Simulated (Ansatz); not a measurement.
Stepwise reaction of `[F][In]([Cl])[Cl]` with hydrogen, as a gas-phase model of exchange steps in deposition or etching. ΔE in kJ/mol; ΔG adds harmonic PBE0-D4 terms to CCSD(T)/CBS, at 1 bar.

Isolated molecules relaxed with PBE0-D4/def2-TZVP in Ansatz; ΔE leaves out vibrations. CCSD(T)/CBS adds triple-zeta CCSD(T) − MP2 to the extrapolated MP2 energy (def2 sets, frozen cores). This one scheme is used for every species. DFT in def2-TZVPP. B3LYP here is the variant with VWN-RPA as its local correlation; programs differ in this. Elements past krypton have def2 core potentials. For In outer-core shells are correlated without core-valence functions, which leaves a few kJ/mol of doubt a bond.

```
step                                 reaction  PBE-D4  B3LYP-D4  ωB97M-V  CCSD(T)/CBS  ΔG(400 K)
   2  `[F][InH][Cl]` + H₂ → `[F][InH2]` + HCl    92.2      93.9     92.8         97.7       94.0
```

Task: Give the row of step 1, `[F][In]([Cl])[Cl]` + H₂ → `[F][InH][Cl]` + HCl. (Estimate.)

Result: The calculation gave: 
| step | reaction | PBE-D4 | B3LYP-D4 | ωB97M-V | CCSD(T)/CBS | ΔG(400 K) |
| --- | --- | --- | --- | --- | --- | --- |
| 1 | `[F][In]([Cl])[Cl]` + H₂ → `[F][InH][Cl]` + HCl | 69.9 | 72.1 | 70.1 | 75.3 | 66.6 |

Task: By hand: ΔE of the 2 steps together at CCSD(T)/CBS.

Result: (75.3) + (97.7) = 173.0 kJ/mol, or 86.5 kJ/mol a step.

In ΔE each step is higher than the one before. All are uphill at CCSD(T)/CBS. ΔG lies between 66.6 and 94.0 kJ/mol a step. PBE-D4 differs from CCSD(T)/CBS by -5.5 to -5.4 kJ/mol a step. Isolated molecules leave out the surface, adducts and barriers. Largest T1 diagnostic: 0.016.
